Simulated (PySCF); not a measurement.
Cartesian coordinates (Å):
SMILES: [BH2]
```xyz
3

B     -0.0012     0.3393     0.0000
H      1.0766    -0.1660     0.0000
H     -1.0754    -0.1734     0.0000
```
Charge 0, spin multiplicity 2.

Question: What dipole moment, highest occupied spin orbital and total energy does PBE-D3(BJ)/def2-TZVP // r2SCAN-D4/def2-TZVP run with PySCF give?

Answer: 
```yaml
dipole_moment: 0.51 D
highest_occupied_spin_orbital: -4.93 eV
total_energy: -25.8833 Ha
```
